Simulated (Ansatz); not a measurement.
```xyz
6

H     0.0000    0.0000   -2.3037
H     0.0000    0.0000   -1.3822
H     0.0000    0.0000   -0.4607
H     0.0000    0.0000    0.4607
H     0.0000    0.0000    1.3822
H     0.0000    0.0000    2.3037
```

Basis set: 6-31G (spherical functions). All electrons are correlated. Charge 0, multiplicity 1.

Computed with Ansatz (development build ahead of 0.2.0); each method stands on the lowest determinant of its kind that the runs found. Restricted open shells among the atoms or ions are ROHF, correlated in semicanonical orbitals with singles.

(1) Give the atomization energy at this shape (free ground-state atoms in the same class of orbitals less the molecule, no zero-point energy) of singlet H₆ by RHF-MP2, RHF.

## Answers

(1)

| method | atomization energy |
| --- | --- |
| RHF-MP2 | 197.05 kcal/mol |
| RHF | 155.92 kcal/mol |

Caution: stretched shape with no unrestricted run beside it, a lower state can exist. Caution for RHF-MP2: bonds are stretched, where a single reference can fail.

This basis has no polarisation functions and is too small for such energies, which can lie far from measured ones in either direction.
